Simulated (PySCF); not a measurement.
Simulation results for CH5AlBO

All values are calculated (PySCF 2.14.0). Calculation on a computer-drawn molecule: the log of a Hartree-Fock and frozen-core CCSD(T) single point meant for a local Hartree-Fock minimum, with one planted fault or none, to be diagnosed. Offsets are logged minus clean, where the clean run is the same molecule without the fault. The reference is restricted for singlets and unrestricted otherwise, and also for a bond in bohr or an excited solution. Adding or removing an electron swaps singlet and doublet. The excited solution moves the top pair (singlet) or top alpha electron (doublet) to the lowest empty orbital. Highest occupied and lowest empty are orbital energies over both spins, largest force is the largest gradient component, triples share is (T) over the correlation energy, the T1 limit is 0.02 restricted and 0.045 unrestricted, electrons count all cores, a negative frequency is imaginary (commonest isotopes), and the dipole is about the centre of nuclear charge.

## CH5AlBO

Logged structure:
```xyz
9
CH5AlBO
C     -0.4135     0.0490    -0.2798
B      0.8352     0.1602    -1.2457
Al     1.4423     1.9336    -2.3412
O      2.6588     3.0250    -1.8807
H     -1.1918    -0.5349    -0.7900
H     -0.1451    -0.5334     0.6099
H     -0.8591     0.9920     0.0424
H      1.3850    -0.8758    -1.5393
H      3.2293     3.0380    -1.1303
```

* meant charge: 0
* meant multiplicity: 2
* meant basis: cc-pV(D+d)Z
* logged electrons: 37
* logged basis functions: 29
* logged SCF converged: yes
* logged spin squared: 0.7903
* logged highest occupied: -4.095 eV
* logged lowest empty: 7.4466 eV
* logged largest force: 0.056919 hartree/bohr
* logged T1 diagnostic: 0.022039
* logged D1 diagnostic: 0.09635
* logged triples share: 0.02266
* logged CC converged: yes
* logged dipole magnitude: 0.76855 debye
* logged SCF stable within its kind: yes
* logged energy HF: -377.48451 hartree
* logged energy CCSD(T): -377.67081 hartree
* possible faults: no fault, one electron removed, one electron added, multiplicity raised by two, geometry at a saddle point, SCF held on an excited solution, minimal basis STO-3G, one bond length entered in bohr, all coordinates scaled
* planted fault: minimal basis STO-3G
* HF energy offset from clean run: 2994 kcal/mol
* CCSD(T) energy offset from clean run: 3200 kcal/mol

Drawn bonds:
```tsv
atom	other atom	order
1	2	1
2	3	1
3	4	1
1	5	1
1	6	1
1	7	1
2	8	1
4	9	1
```
